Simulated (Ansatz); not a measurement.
`c1ccc(-c2ccc(-c3ccc(-c4ccccc4)cc3)cc2)cc1`. Total charge 0; triplet. Geometry r2SCAN-D4/def2-SVP, that of the neutral singlet; atoms count from 1.

Cartesian coordinates in Å:
```
C -1.5475 -4.8303 6.0520
C -0.2306 -4.6404 5.6202
C 0.0432 -3.7860 4.5511
C -0.9940 -3.1020 3.8868
C -0.7041 -2.1969 2.7530
C 0.4662 -1.4148 2.7241
C 0.7386 -0.5619 1.6576
C -0.1445 -0.4525 0.5661
C 0.1452 0.4517 -0.5665
C -0.2287 0.1170 -1.8823
C 0.0456 0.9684 -2.9496
C 0.7038 2.1973 -2.7528
C 0.9937 3.1023 -3.8866
C 1.3283 2.5895 -5.1554
C 1.6024 3.4434 -6.2248
C 1.5475 4.8305 -6.0518
C 1.2158 5.3549 -4.7981
C 0.9430 4.5013 -3.7280
C 1.0763 2.5329 -1.4371
C 0.8050 1.6803 -0.3700
C -1.3143 -1.2361 0.5944
C -1.5879 -2.0865 1.6626
C -2.3150 -3.3044 4.3326
C -2.5882 -4.1577 5.4028
H -1.7619 -5.4994 6.8904
H 0.5905 -5.1686 6.1149
H 1.0742 -3.6668 4.2043
H 1.1668 -1.4637 3.5628
H 1.6655 0.0189 1.6605
H -0.7269 -0.8377 -2.0742
H -0.2730 0.6839 -3.9567
H 1.4020 1.5067 -5.2952
H 1.8697 3.0223 -7.1990
H 1.7618 5.4995 -6.8902
H 1.1608 6.4384 -4.6539
H 0.6575 4.9226 -2.7594
H 1.6050 3.4722 -1.2507
H 1.0934 1.9809 0.6413
H -2.0318 -1.1624 -0.2279
H -2.4979 -2.6933 1.6441
H -3.1341 -2.7619 3.8508
H -3.6213 -4.2918 5.7380
```

Single mean-field runs in def2-TZVP are fitted with def2-universal-jkfit. At PBE0-D4/def2-TZVP a singlet of charge 0 lies 3.18 eV below the triplet at the same geometry.

Problem. Estimate the Mulliken populations of the heavy atoms from the PBE0/def2-TZVP orbitals of Ansatz.

Solution. 
| atom | charge (e) | spin (α − β) |
| --- | --- | --- |
| C1 | -0.11 | 0.14 |
| C2 | -0.12 | -0.06 |
| C3 | -0.22 | 0.11 |
| C4 | 0.14 | -0.05 |
| C5 | 0.21 | 0.37 |
| C6 | -0.22 | -0.03 |
| C7 | -0.21 | 0.16 |
| C8 | 0.18 | 0.23 |
| C9 | 0.18 | 0.23 |
| C10 | -0.21 | 0.16 |
| C11 | -0.22 | -0.03 |
| C12 | 0.21 | 0.37 |
| C13 | 0.14 | -0.05 |
| C14 | -0.22 | 0.11 |
| C15 | -0.12 | -0.06 |
| C16 | -0.11 | 0.14 |
| C17 | -0.12 | -0.06 |
| C18 | -0.22 | 0.11 |
| C19 | -0.22 | -0.03 |
| C20 | -0.22 | 0.16 |
| C21 | -0.21 | 0.16 |
| C22 | -0.22 | -0.03 |
| C23 | -0.22 | 0.11 |
| C24 | -0.12 | -0.06 |
Mulliken values depend strongly on the basis.

Problem. Where does the spin sit?

Solution. Summed by element: C 2.07, H -0.07, of 2 unpaired in all. Largest on single atoms: C12 0.37, C5 0.37, C9 0.23.

Problem. And the Mayer bond orders between heavy atoms (over 0.3)?

Solution. C1–C2 1.39 (1.40 Å); C1–C24 1.39 (1.40 Å); C2–C3 1.48 (1.40 Å); C3–C4 1.34 (1.41 Å); C4–C5 0.95 (1.48 Å); C4–C23 1.34 (1.41 Å); C5–C6 1.22 (1.41 Å); C5–C22 1.22 (1.41 Å); C6–C7 1.60 (1.39 Å); C7–C8 1.18 (1.41 Å); C8–C9 1.12 (1.48 Å); C8–C21 1.18 (1.41 Å); C9–C10 1.18 (1.41 Å); C9–C20 1.18 (1.41 Å); C10–C11 1.60 (1.39 Å); C11–C12 1.22 (1.41 Å); C12–C13 0.95 (1.48 Å); C12–C19 1.22 (1.41 Å); C13–C14 1.34 (1.41 Å); C13–C18 1.34 (1.41 Å); C14–C15 1.48 (1.40 Å); C15–C16 1.39 (1.40 Å); C16–C17 1.39 (1.40 Å); C17–C18 1.48 (1.40 Å); C19–C20 1.60 (1.39 Å); C21–C22 1.60 (1.39 Å); C23–C24 1.48 (1.40 Å).
